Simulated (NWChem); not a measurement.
SiNH2Cl, singlet; SMILES Cl[Si]N

```xyz
5

Si     0.7247     0.5943     0.0000
Cl    -0.1493    -1.3357     0.0000
N     -0.7260     1.5052     0.0000
H     -1.6684     1.1226     0.0000
H     -0.7135     2.5210     0.0000
```
Atoms are numbered in this order, from 1.

Computed with NWChem. Low-valent species are run as closed-shell singlets; no triplet was tried in these runs. Geometry: optimised at PBE0/def2-SVP. Level: PBE0/def2-SVP with SMD (1 M gas to 1 M solution), gas-phase geometry. Reactions with the solvent are ignored.

For solvent water:

- cavity-dispersion-structure term (kcal/mol): 1.7
- dipole in solution (D): 3.77

Problem. Estimate the same quantities for solvent n-hexane.

Solution. 
- cavity-dispersion-structure term (kcal/mol): -1.0
- dipole in solution (D): 3.25
